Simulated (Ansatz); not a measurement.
Cartesian coordinates in Å:
```
C 2.383 -0.518 -2.033
N 1.355 -0.944 -1.113
Ti -0.138 0.079 -0.575
O -0.744 1.127 -1.930
N -1.504 -1.075 0.041
C -1.752 -1.644 1.344
N 0.443 1.049 0.940
C -0.372 1.978 1.686
H 2.224 0.527 -2.312
H 2.386 -1.101 -2.963
H 3.386 -0.585 -1.592
H 1.431 -1.924 -0.878
H -0.974 2.041 -2.086
H -2.238 -1.307 -0.618
H -0.983 -1.309 2.042
H -1.727 -2.742 1.331
H -2.725 -1.342 1.755
H 1.388 0.986 1.292
H -0.441 1.713 2.749
H -1.394 1.977 1.295
H -0.003 3.011 1.624
```

The species carries charge 0 and has multiplicity 1.

Problem. List the B3LYP/def2-TZVPP orbital energies in eV (Ansatz 0.2.0). (Estimate.)

Solution. Computed: Occupied: -4867.08, -541.37, -519.78, -451.90, -451.87, -451.86, -388.57, -388.56, -388.54, -277.24, -277.15, -277.11, -64.29, -40.28, -40.13, -40.11, -25.74, -23.13, -22.99, -22.95, -17.57, -17.50, -17.46, -12.88, -12.74, -12.65, -12.55, -11.48, -11.38, -11.29, -11.13, -10.96, -10.92, -9.09, -9.04, -8.74, -8.61, -8.34, -6.55, -6.25, -6.01. Lowest empty: -0.80, -0.57, 0.11, 0.17, 0.45, 0.58, 1.23, 1.41.

B3LYP here is the variant with VWN-RPA as its local correlation; programs differ in this.
